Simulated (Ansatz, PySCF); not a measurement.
Gas-phase reaction in SMILES: ClBr -> Cl atom + Br atom (the Br-Cl bond at the site shown breaks; other sites are not compared here)
Structures are relaxed separately at B3LYP-D3(BJ)/def2-TZVP in Ansatz (a quantum-chemistry and plane-wave program).

Property: bond dissociation energy (enthalpy at 298 K, with B3LYP-D3(BJ) rigid-rotor harmonic-oscillator terms from PySCF), in kcal/mol. Cores are frozen in the correlated levels unless marked. UHF or UKS for open shells. No spin-orbit coupling. Frozen are the shells of the preceding noble gas and the d and f shells that filled before the atom's block. No relativistic terms. Basis-set limits of correlation are two-point, X^-3; Hartree-Fock from the larger set.

From measured enthalpies of formation at 298 K: 52.3 kcal/mol (ClBr 3.4, ATcT 1.112; Cl atom 29.0, ATcT 1.112; Br atom 26.7, ATcT 1.112). It holds spin-orbit effects, which the calculations lack, and core correlation, which the frozen-core levels lack.

```json
[
 {"level": "HF/def2-SVPD", "program": "Ansatz", "bond dissociation energy (kcal/mol)": "12.3", "error against measurement": "-40.0"},
 {"level": "HF/def2-TZVPD", "program": "PySCF", "bond dissociation energy (kcal/mol)": "17.3", "error against measurement": "-35.0"},
 {"level": "HF/def2-QZVPPD", "program": "Ansatz", "bond dissociation energy (kcal/mol)": "17.6", "error against measurement": "-34.7"},
 {"level": "HF-D3(BJ)/def2-TZVPD", "program": "PySCF + dftd3", "bond dissociation energy (kcal/mol)": "25.3", "error against measurement": "-27.0"},
 {"level": "BLYP-D4/def2-TZVPD", "program": "Ansatz + dftd4", "bond dissociation energy (kcal/mol)": "57.0", "error against measurement": "4.7"},
 {"level": "BP86-D4/def2-TZVPD", "program": "PySCF + dftd4", "bond dissociation energy (kcal/mol)": "61.7", "error against measurement": "9.4"},
 {"level": "PBE0/STO-3G", "program": "Ansatz", "bond dissociation energy (kcal/mol)": "65.2", "error against measurement": "12.9"},
 {"level": "PBE0-D3(BJ)/def2-TZVP", "program": "Ansatz + dftd3", "bond dissociation energy (kcal/mol)": "56.3", "error against measurement": "4.0"},
 {"level": "PBE0-D4/def2-TZVPD", "program": "Ansatz + dftd4", "bond dissociation energy (kcal/mol)": "56.7", "error against measurement": "4.4"},
 {"level": "PW6B95-D3(BJ)/def2-TZVPD", "program": "PySCF + dftd3", "bond dissociation energy (kcal/mol)": "56.8", "error against measurement": "4.5"},
 {"level": "CAM-B3LYP-D4/def2-TZVPD", "program": "Ansatz + dftd4", "bond dissociation energy (kcal/mol)": "51.7", "error against measurement": "-0.6"},
 {"level": "CAM-B3LYP/def2-TZVPD", "program": "Ansatz", "bond dissociation energy (kcal/mol)": "51.0", "error against measurement": "-1.3"},
 {"level": "B2PLYP-D3(BJ)/def2-TZVPD", "program": "Ansatz + dftd3", "bond dissociation energy (kcal/mol)": "53.1", "error against measurement": "0.8"},
 {"level": "RPA@PBE/def2-QZVPP", "program": "Ansatz", "bond dissociation energy (kcal/mol)": "43.8", "error against measurement": "-8.5"},
 {"level": "MP2/6-31G", "program": "Ansatz", "bond dissociation energy (kcal/mol)": "16.6", "error against measurement": "-35.7"},
 {"level": "SCS-MP2/def2-SVPD", "program": "Ansatz", "bond dissociation energy (kcal/mol)": "41.5", "error against measurement": "-10.8"},
 {"level": "CCSD/STO-3G", "program": "Ansatz", "bond dissociation energy (kcal/mol)": "47.0", "error against measurement": "-5.3"},
 {"level": "CCSD/6-31G", "program": "Ansatz", "bond dissociation energy (kcal/mol)": "18.5", "error against measurement": "-33.8"},
 {"level": "CCSD(T)/def2-SVP", "program": "Ansatz", "bond dissociation energy (kcal/mol)": "41.2", "error against measurement": "-11.1"},
 {"level": "CCSD(T)/def2-QZVPP", "program": "Ansatz", "bond dissociation energy (kcal/mol)": "53.6", "error against measurement": "1.3"},
 {"level": "CCSD(T)/CBS(def2-TZVPPD,def2-QZVPPD)", "program": "Ansatz", "bond dissociation energy (kcal/mol)": "55.6", "error against measurement": "3.3"}
]
```
